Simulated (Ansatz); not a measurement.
C₆H₁₀FNO₂Zr (`C[O][Zr]1234([NH2])([OH])[C@@H]5[C@H]1[C@H]2[C@@]3(F)[C@@H]54`), charge 0, multiplicity 1.

Q: Give a relaxed structure at PBE0-D4/def2-TZVP (Ansatz). (Best estimate.)

A: Ansatz gave: 
Z-matrix (Å, degrees):
```
Zr
C 1 2.532
O 1 1.945 2 110.3
C 1 2.557 2 52.6 3 -87.7
C 1 2.547 2 53.6 3 -127.9
O 1 1.929 2 139.2 3 -144.9
N 1 2.053 2 85.0 3 106.1
C 1 2.527 2 32.4 3 -165.0
C 1 2.555 2 32.3 3 -50.0
H 2 1.079 1 117.0 3 -72.3
H 3 0.952 1 154.1 2 -9.2
F 4 1.332 1 118.7 2 159.5
H 5 1.079 1 118.0 2 -161.0
C 6 1.383 1 163.9 2 5.1
H 7 1.008 1 130.1 2 16.3
H 7 1.012 1 121.3 2 -163.8
H 8 1.079 1 116.7 2 -122.9
H 9 1.079 1 118.5 2 124.0
H 14 1.098 6 111.4 1 17.5
H 14 1.096 6 110.6 1 137.4
H 14 1.097 6 110.8 1 -102.7
```
This is one stationary point; other conformers may exist.
